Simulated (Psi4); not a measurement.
C$_{2}$H$_{2}$F$_{3}$O$_{2}$, charge +1, singlet, at a GFN2-xTB geometry. Base run: TPSS/3-21G (Psi4 1.11).

Here is a job for Psi4.
```
memory 2 GB

molecule mol {
1 1
O     1.143908   -0.508028    1.525917
C     0.761351   -0.215173    0.480819
O     1.779577    0.010549   -0.623972
C    -0.663184    0.098301   -0.097993
F    -0.926334    1.377105    0.076635
F    -0.649952   -0.162145   -1.410060
F    -1.556010   -0.650249    0.495057
H     2.703004   -0.268661   -0.400639
H     1.510780   -0.132673   -1.566562
}

set {
  basis 3-21g
  reference rks
}

energy('tpss')
print_variables()
```

Variants of this job, named by their change:

```json
[
 {"change": "base", "ΔE vs base (mEh)": "0.000", "SCF cycles": "9", "grid points": "190762", "basis functions": "67", "outcome": "converged"},
 {"change": "dft_spherical_points = 974", "ΔE vs base (mEh)": "-0.008", "SCF cycles": "9", "grid points": "614240", "basis functions": "67", "outcome": "converged"},
 {"change": "dft_radial_scheme = becke", "ΔE vs base (mEh)": "-0.002", "SCF cycles": "9", "grid points": "167177", "basis functions": "67", "outcome": "converged"},
 {"change": "dft_spherical_points = 434", "ΔE vs base (mEh)": "-0.011", "SCF cycles": "9", "grid points": "274040", "basis functions": "67", "outcome": "converged"},
 {"change": "guess = sap", "ΔE vs base (mEh)": "0.000", "SCF cycles": "11", "grid points": "190762", "basis functions": "67", "outcome": "converged"},
 {"change": "soscf = true", "ΔE vs base (mEh)": "-", "SCF cycles": "-", "grid points": "-", "basis functions": "67", "outcome": "stopped with an error"},
 {"change": "scf_type = dfdirj+link", "ΔE vs base (mEh)": "0.071", "SCF cycles": "9", "grid points": "190762", "basis functions": "67", "outcome": "converged"},
 {"change": "basis_guess = sto-3g", "ΔE vs base (mEh)": "0.000", "SCF cycles": "9", "grid points": "190762", "basis functions": "67", "outcome": "converged"},
 {"change": "dft_nuclear_scheme = stratmann", "ΔE vs base (mEh)": "-0.010", "SCF cycles": "9", "grid points": "176574", "basis functions": "67", "outcome": "converged"},
 {"change": "scf_type = dfdirj+cosx", "ΔE vs base (mEh)": "0.071", "SCF cycles": "10", "grid points": "190762", "basis functions": "67", "outcome": "converged"},
 {"change": "dft_radial_points = 150", "ΔE vs base (mEh)": "-0.001", "SCF cycles": "9", "grid points": "379222", "basis functions": "67", "outcome": "converged"},
 {"change": "scf_type = mem_df", "ΔE vs base (mEh)": "0.000", "SCF cycles": "9", "grid points": "190762", "basis functions": "67", "outcome": "converged"},
 {"change": "d_convergence = 1e-10", "ΔE vs base (mEh)": "0.000", "SCF cycles": "15", "grid points": "190762", "basis functions": "67", "outcome": "converged"}
]
```

- soscf = true: ended with `Fatal Error: Vx: RKS does not support rotated V builds for MGGA's`
